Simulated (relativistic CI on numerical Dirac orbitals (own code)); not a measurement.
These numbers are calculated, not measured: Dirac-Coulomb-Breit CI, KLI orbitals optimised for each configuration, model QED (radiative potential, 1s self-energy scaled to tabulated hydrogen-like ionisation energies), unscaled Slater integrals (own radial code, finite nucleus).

The strongest absorption lines from the ground level of an ion, among the configurations computed and to levels below about 77100 eV (vacuum wavelength in nm, gf): 0.01608 (0.0089), 0.01627 (0.016), 0.01663 (0.033), 0.01668 (0.014), 0.01748 (0.088), 0.01760 (0.041), 0.02041 (0.42), 0.02098 (0.24).

(1) Which ion is it?
A. Er66+
B. W72+
C. Sm60+
D. Hg78+

## Answers

(1) B. W72+ has 2 electrons and the ground level 1s2 1S_0; the strongest line goes to 1s.2p 1P°_1. The pattern of lines fixes the number of electrons, and along that sequence the line energies rise steadily with the charge (about as its square where n changes within one kind of shell, about linearly where n is kept but much faster in heavy ions where fine structure, which grows about as Z⁴, sets the gap, and irregularly where shells cross), which fixes Z. Configurations outside the model, such as inner-shell arrays, can give stronger lines. At this charge energies of transitions that change n are usually good to better than 1 %, and those within a shell (Δn = 0) to a few per cent.

LS names give the leading component of a level, which can be under half, so a name can repeat, a term be missing and a line seem to break the LS rules.
